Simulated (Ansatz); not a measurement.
Mulliken charges of AlH$_{5}$O$_{2}$Si, SMILES `[OH][AlH][SiH2]O` from ωB97M-V/def2-TZVPP in Ansatz (PBE0-D4/def2-TZVP geometry).

| atom | x (Å) | y (Å) | z (Å) | charge (e) |
| --- | --- | --- | --- | --- |
| O1 | -0.988 | 2.142 | -0.465 | -0.394 |
| Al2 | -0.288 | 1.224 | 0.785 | 0.458 |
| Si3 | 0.362 | -1.110 | 0.295 | 0.189 |
| O4 | 0.223 | -1.474 | -1.324 | -0.388 |
| H5 | -1.185 | 1.772 | -1.324 | 0.165 |
| H6 | -0.114 | 1.979 | 2.167 | -0.111 |
| H7 | 1.746 | -1.412 | 0.780 | -0.057 |
| H8 | -0.543 | -2.076 | 0.980 | -0.034 |
| H9 | 0.875 | -1.091 | -1.911 | 0.172 |

Q: By hand: the dipole of these point charges (1 e Å = 4.8032 D).

A: Σ q r = (0.126, 0.115, 0.247) e Å, of length 0.300 e Å = 1.44 D.

Q: How does the dipole of the full density compare? (An estimate is asked.)

A: Computed: (0.200, -0.021, -0.223) e Å, 1.44 D; the point charges give 1.00 times that, at 111° from its direction.

Point charges leave out the atoms' own dipoles, such as those of lone pairs, and Mulliken's split depends on the basis, so the two needn't agree.
